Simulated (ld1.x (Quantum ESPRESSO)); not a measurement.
Re (Z = 75), TM: configuration errors across variants

* Element: rhenium (Re)
* Generator: ld1.x (Quantum ESPRESSO) 7.5
* Type: norm-conserving Troullier–Martins (Kleinman–Bylander form)
* Functional: PW91
* Relativity: scalar-relativistic
* Frozen core: [Xe]
* Valence charge: 21
* Reference configuration: 4f14 5d5 6s2 6p0
* Partial waves: 6p (bound, empty): rc 2.65 bohr; 5d (bound): rc 1.80 bohr; 4f (bound): rc 0.80 bohr; 6s (bound): rc 2.05 bohr
* Local potential: the s channel
* Core correction: Bessel-smoothed model core inside 0.50 bohr

All-electron excitation energies from the reference (eV): (1) 4f14 5d5 6s1 6p0 9.315; (2) 4f14 5d5 6s0 6p0 25.712; (3) 4f14 5d4 6s0 6p0 52.920; (4) 4f14 5d5.5 6s1.5 6p0 0.384; (5) 4f13 5d6 6s1 6p0 50.719; (6) 4f14 5d6 6s0 6p0 9.466; (7) 4f14 5d4 6s2 6p0 10.023.

Errors AE − PS in meV (a dash: test not solved or not reliable):

| change | (1) | (2) | (3) | (4) | (5) | (6) | (7) | bound ghosts |
| --- | --- | --- | --- | --- | --- | --- | --- | --- |
| base | -8.2 | -41 | -171 | -13 | -2487 | -90 | -33 | not determined |
| core correction Bessel-smoothed model core inside 0.34 bohr | -8.2 | -41 | -172 | -13 | -2484 | -90 | -33 | not determined |
| core correction Bessel-smoothed model core inside 0.44 bohr | -8.2 | -41 | -172 | -13 | -2487 | -90 | -33 | not determined |
| core correction Bessel-smoothed model core inside 0.56 bohr | -8.2 | -41 | -172 | -13 | -2490 | -90 | -33 | not determined |
| core correction Bessel-smoothed model core inside 0.66 bohr | -8.2 | -41 | -171 | -13 | -2487 | -90 | -33 | not determined |
| core correction Bessel-smoothed model core inside 0.74 bohr | -8.2 | -41 | -171 | -13 | -2475 | -90 | -32 | not determined |
| core correction Bessel-smoothed model core inside 0.86 bohr | -8.1 | -41 | -171 | – | -2437 | -90 | -32 | not determined |
| core correction Bessel-smoothed model core inside 0.94 bohr | -8.1 | -41 | -171 | -13 | -2417 | -90 | -32 | not determined |

(1) Give the same row for: core correction none.

Answers

(1) +1.2, +31, +12, -8.1, -2198, -35, -12; bound ghosts: not determined.
